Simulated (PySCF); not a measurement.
CH₆O₃Si, SMILES C[Si](O)(O)O (connectivity only; charge and spin as stated), charge -1, multiplicity 2. Atoms are numbered in the order given.

```xyz
11

O     -1.7980     0.5092     0.0000
Si     0.0140     0.2637     0.0000
O     -0.0412    -0.7237     1.4263
O     -0.0412    -0.7237    -1.4263
C      1.9536     0.4300     0.0000
H     -1.9429     1.4657     0.0000
H     -0.9706    -0.7936     1.6813
H     -0.9706    -0.7936    -1.6813
H      2.3035     0.9695    -0.8947
H      2.3035     0.9695     0.8947
H      2.4030    -0.5841     0.0000
```
Charge -1, spin multiplicity 2.

Geometry: TPSSh-D3(BJ)/def2-SVPD. The values are those of a single conformer.

All values below come from PBE/def2-SVPD (PySCF).

Isolated molecule, no solvent. A positive occupied level means that this level leaves the electron formally unbound; only the finite basis holds it.

Problem. Estimate the frontier levels, dipole moment and polarisability. (The exact figures need the calculation; the answer reports its results.)

Solution. 
```
Item                                                                 Value
------------------------------------------------  ------------------------
α spin, highest occupied and lowest empty level           1.82 and 3.66 eV
β spin, highest occupied and lowest empty level          -1.77 and 2.73 eV
dipole moment about the centre of nuclear charge                    0.65 D
mean static polarisability                          120.0 bohr³ (17.78 Å³)
polarisability, principal values                  96.6, 107.9, 155.5 bohr³
⟨S²⟩                                               0.752 (pure state 0.75)
```
